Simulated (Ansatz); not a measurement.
Gas-phase electronic energies from Ansatz, PBE0-D4/def2-TZVP geometries. CBS: MP2 limit from def2 TZ/QZ plus the TZ coupled-cluster correction, frozen cores. This one scheme is used for every species. DFT in def2-TZVPP. HSE06 is defined as in plane-wave codes. Each species was taken in one conformer, which may not be the lowest.

Reaction (formal exchange of groups at a C–O bond): `CCO[SiH2]C` + `C[SiH]` → `CC[Si]C` + `C[SiH2]O`

**Question.** Is it downhill or uphill in electronic energy at CCSD(T)/CBS, and by how much? (An estimate is asked.)

**Answer.** Computed: Downhill: ΔE = -72.8 kJ/mol.

**Question.** What do these levels give: LDA (SPW92), PBE-QIDH, HSE06, MP2/def2-SVP, MP2/def2-TZVPP, SCS-MP2/def2-TZVPP? (An estimate is asked.)

**Answer.** Computed: LDA (SPW92) -72.8, PBE-QIDH -72.4, HSE06 -69.9, MP2/def2-SVP -57.1, MP2/def2-TZVPP -77.1, SCS-MP2/def2-TZVPP -67.8 kJ/mol.

Largest T1 diagnostic among the species: 0.012.

The D4 term adds −3.6 kJ/mol with B3LYP and −1.7 kJ/mol with PBE0; it sums over pairs of atoms, weighted by their polarisabilities, and B3LYP, whose exchange is more repulsive, gets the larger term. At CCSD(T), def2-SVP lies +25.8 kJ/mol from the extrapolated value and def2-TZVPP +5.0 kJ/mol. In def2-TZVPP, CCSD(T) changes the Hartree–Fock value by −20.6 kJ/mol (the triples alone add −2.9 kJ/mol) and MP2 by −29.9 kJ/mol.

B3LYP here is the variant with VWN-RPA as its local correlation; programs differ in this.
